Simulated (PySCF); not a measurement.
Species: 4,4,4-trifluoro-2-butynenitrile, C4F3N.
Structure used (PBE0-D3(BJ)/def2-SVP), in Å, numbered top down from 1:
```xyz
8
C4F3N angstrom
N      3.6647    0.2750    0.5852
C      2.5201    0.1845    0.4093
C      1.1645    0.0794    0.1992
C     -0.0282   -0.0129    0.0099
C     -1.4833   -0.1073   -0.2146
F     -1.8603   -1.3765   -0.3155
F     -1.8216    0.5219   -1.3342
F     -2.1433    0.4470    0.7947
```

The calculation used PBE0-D3(BJ)/def2-SVP geometry optimisation, gas phase in PySCF.

Masses are those of the commonest isotopes; rigid-rotor values at the optimised geometry. 

Problem. Give the principal moments of inertia and the rotational constants in cm⁻¹.

Solution. Ia = 88.17, Ib = 571.67, Ic = 571.73 u·Å²; 505379 MHz·u·Å²/I gives 5732, 884.0 and 884.0 MHz, that is A = 0.19121, B = 0.02949, C = 0.02949 cm⁻¹.

Problem. Classify the top.

Solution. A prolate symmetric top, as the point group C3v requires two equal moments; Ray's κ = -1.000.

Problem. Where do the R-branch lines fall?

Solution. The dipole of 1.52 D lies along the symmetry axis, so ΔK = 0 and J+1 ← J falls at 2B(J+1) for every K: 1.77 GHz, 3.54 GHz, 5.30 GHz, 7.07 GHz, 8.84 GHz for J = 0 to 4.

Problem. Estimate the classical rotational partition function at 200 K, 298.15 K and 500 K.

Solution. Point group C3v, symmetry number σ = 3; q = (√π/σ)·√((kT/h)³/(ABC)), k/h = 20836.6 MHz/K: 75100 at 200 K, 137000 at 298.15 K, 297000 at 500 K.

Not checked by PBE0-D3(BJ)/def2-SVP frequencies. Zero-point vibration and centrifugal distortion are left out.
